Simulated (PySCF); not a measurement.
Compound: Sn(tBu)H3, C₄H₁₂Sn.
Structure used (PBE0-D3(BJ)/def2-SVP), in Å, numbered top down from 1:
```
atom  x, y, z in Å
Sn1    0.0176    0.0137   -1.9862
C2    -0.0045   -0.0021    0.2039
C3    -1.4423    0.1852    0.6800
C4     0.8725    1.1417    0.7061
C5     0.5438   -1.3418    0.6871
H6    -1.4803    0.1801    1.7857
H7    -1.8694    1.1433    0.3429
H8    -2.1049   -0.6221    0.3285
H9     0.5027    2.1250    0.3734
H10    1.9172    1.0423    0.3702
H11    0.8840    1.1544    1.8123
H12    1.5813   -1.5098    0.3559
H13   -0.0647   -2.1903    0.3353
H14    0.5449   -1.3755    1.7929
H15    1.6393   -0.0333   -2.5557
H16   -0.7383    1.4420   -2.5747
H17   -0.8273   -1.3534   -2.5974
```

Theory: PBE0-D3(BJ)/def2-SVP geometry optimisation, gas phase, def2 core potentials past Kr (PySCF).

Question: Which atoms are bound to Sn1, and at what distances?

Answer: 4 atoms: H15 1.719 Å, H17 1.719 Å, H16 1.720 Å, C2 2.190 Å. The nearest atom not counted as bound is C4, at 3.04 Å (others tie with it).

Question: List the angles at Sn1.

Answer: 
| angle | degrees | distance of the outer atoms (Å) |
| --- | --- | --- |
| C2–Sn1–H17 | 110.2 | 3.22 |
| C2–Sn1–H16 | 110.1 | 3.22 |
| C2–Sn1–H15 | 109.9 | 3.21 |
| H15–Sn1–H17 | 108.9 | 2.80 |
| H15–Sn1–H16 | 108.9 | 2.80 |
| H16–Sn1–H17 | 108.8 | 2.80 |

Question: What is the shape at Sn1?

Answer: Tetrahedral: angles from 108.8° to 110.2°; τ4 = (360° − α − β)/141° = 0.99 with α and β the two widest (0 for a square, 1 for a tetrahedron).

Question: What are the other bond lengths?

Answer: C2–C3, C2–C4, C2–C5 1.526 Å; C3–H6 and 8 like bonds 1.103 Å.

Question: Give some angles away from the centre.

Answer: Sn1–C2–C3 108.7°, C3–C2–C4 110.3°.

Question: What are the rotational constants (commonest isotopes, rigid rotor)?

Answer: A = 4257, B = 1517, C = 1517 MHz: a prolate symmetric top.

Point group: C3 (every atom within 0.08 Å of its image). Charge 0, singlet. Not checked by PBE0-D3(BJ)/def2-SVP frequencies.
